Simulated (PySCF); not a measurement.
C4H7FSi, SMILES C[Si@H]1C=C[C@H]1F. Atoms are numbered in the order given.

```xyz
13

C      2.1553     0.1939    -0.0919
Si     0.5323    -0.6479    -0.5100
C     -0.4788    -1.3186     0.9221
C     -1.3775    -0.3120     0.8292
C     -1.0077     0.5195    -0.3830
F     -0.7603     1.8573    -0.0801
H      2.5540     0.7252    -0.9713
H      1.9955     0.9276     0.7127
H      2.9136    -0.5342     0.2384
H      0.6871    -1.5079    -1.7244
H     -0.4994    -2.1367     1.6463
H     -2.2383    -0.1068     1.4822
H     -1.7705     0.4918    -1.1813
```
Charge 0, spin multiplicity 1.

Geometry optimised at B3LYP-D3(BJ)/def2-SVP. The structure was generated by enumeration; whether it is a known compound was not checked.

Two levels are set side by side: PBE/pcSseg-1 (PySCF) and HF/pcSseg-1 (PySCF). GIAO shifts against CFCl3 (¹⁹F), TMS (²⁹Si), TMS (¹H), TMS (¹³C) at the same level; non-relativistic, no solvent, atoms listed together averaged. Differences are taken from unrounded values.

```json
[
 {"quantity": "δ(¹³C) of C1 (ppm)", "PBE": "-1.1"},
 {"quantity": "δ(²⁹Si) of Si2 (ppm)", "PBE": "1.0"},
 {"quantity": "δ(¹³C) of C3 (ppm)", "PBE": "153.6"},
 {"quantity": "δ(¹³C) of C4 (ppm)", "PBE": "168.5"},
 {"quantity": "δ(¹³C) of C5 (ppm)", "PBE": "95.8"},
 {"quantity": "δ(¹⁹F) of F6 (ppm)", "PBE": "-251.2"},
 {"quantity": "δ(¹H) of H10 (ppm)", "PBE": "5.88"},
 {"quantity": "δ(¹H) of H11 (ppm)", "PBE": "7.01"},
 {"quantity": "δ(¹H) of H12 (ppm)", "PBE": "7.77"},
 {"quantity": "δ(¹H) of H13 (ppm)", "PBE": "5.78"}
]
```

Task: These are the PBE values. What does HF give? (An estimate is asked for; the answer gives what the named calculation found.)

Result: 
```csv
quantity,HF,PBE minus HF
δ(¹³C) of C1 (ppm),-0.3,-0.8
δ(²⁹Si) of Si2 (ppm),1.1,-0.1
δ(¹³C) of C3 (ppm),154.8,-1.2
δ(¹³C) of C4 (ppm),169.0,-0.5
δ(¹³C) of C5 (ppm),83.0,12.8
δ(¹⁹F) of F6 (ppm),-204.3,-46.9
δ(¹H) of H10 (ppm),5.18,0.70
δ(¹H) of H11 (ppm),7.15,-0.14
δ(¹H) of H12 (ppm),7.71,0.06
δ(¹H) of H13 (ppm),5.24,0.54
```

Rough cost on one machine, each run with all the roots and properties that it gave: HF against PBE within a factor of 2.
